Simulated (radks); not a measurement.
The numbers below are computed, except where a source is named.
Coulomb parameter of the 4f shell of the erbium ion Er+ in the model configuration [Xe] 4f11.5 6s1.5, as a second difference U = [E(n + 0.25) + E(n - 0.25) - 2 E(n)] / (0.25)^2 with all orbitals relaxed. "Bare": the charge of the atom changes with n. "Screened": the 6s shell takes up the change at fixed total charge, which measures U(4f,4f) + U(6s,6s) - 2 U(4f,6s). Level of theory: Dirac Kohn-Sham, PBE, spin-unpolarised, spherical densities, finite nucleus; open shells are shared between the two j in proportion to 2j + 1; Fermi nuclear charge, rms radius 5.2516 fm (a radial shooting solver on a logarithmic mesh with Libxc functionals).

| case | configuration | E - E(n) (eV) |
|---|---|---|
| start | [Xe] 4f11.5 6s1.5 | 0.000 |
| bare +0.25 | [Xe] 4f11.75 6s1.5 | -2.946 |
| bare -0.25 | [Xe] 4f11.25 6s1.5 | 3.947 |
| screened +0.25 | [Xe] 4f11.75 6s1.25 | -0.756 |
| screened -0.25 | [Xe] 4f11.25 6s1.75 | 1.190 |

U(bare) = 16.014 eV, U(screened by 6s) = 6.946 eV.
